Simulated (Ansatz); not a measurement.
`C[CH](O)[GeH3]`, 12 atoms. Total charge 0; spin multiplicity 1. Correlated methods include outer-core shells of Ge, which these sets cover unevenly. Scalar relativity is left out up to krypton. All runs use 4 threads of an Intel Xeon Platinum 8488C on a shared host. Correlated methods freeze the cores.

Task: Give the basis size and wall time and peak host memory of each of these runs in Ansatz. RKS SPW92 (LDA)/def2-TZVPP energy; RKS PBE0-D4/def2-TZVP frequencies; RKS ωB97M-V/def2-SVP energy; RKS PBE0-D4/def2-SVP energy; direct RPA on PBE orbitals/def2-TZVPP energy; RKS LC-ωPBE/def2-TZVPP energy; RHF-CCSD(T)/def2-SVP energy; RHF-CCSD(T)/def2-TZVPP energy; RKS B97M-V/def2-TZVPP energy; RKS PBE0-D4/def2-TZVP relaxation (6 steps); RKS BLYP-D4/def2-TZVPP energy; RKS PBE0-D4/def2-QZVPP energy. (Estimate.)

Result: Ansatz gave: Other jobs shared the machine, so times are rough.

| level | job | functions | wall time | peak host memory (GiB) |
| --- | --- | --- | --- | --- |
| RKS PBE0-D4/def2-SVP | energy | 114 | 0.85 s | 0.3 |
| RKS SPW92 (LDA)/def2-TZVPP | energy | 253 | 0.9 s | 0.33 |
| RKS BLYP-D4/def2-TZVPP | energy | 253 | 1.4 s | 0.35 |
| RKS LC-ωPBE/def2-TZVPP | energy | 253 | 1.9 s | 0.49 |
| RKS ωB97M-V/def2-SVP | energy | 114 | 2.7 s | 0.4 |
| direct RPA on PBE orbitals/def2-TZVPP | energy | 253 | 3.6 s | 0.65 |
| RHF-CCSD(T)/def2-SVP | energy | 114 | 4.8 s | 0.63 |
| RKS B97M-V/def2-TZVPP | energy | 253 | 4.8 s | 0.43 |
| RKS PBE0-D4/def2-QZVPP | energy | 500 | 6.5 s | 1.9 |
| RKS PBE0-D4/def2-TZVP | relaxation (6 steps) | 189 | 15 s | 0.51 |
| RHF-CCSD(T)/def2-TZVPP | energy | 253 | 110 s | 5.8 |
| RKS PBE0-D4/def2-TZVP | frequencies | 189 | 110 s | 0.51 |

LC-ωPBE has ω = 0.4 bohr⁻¹.
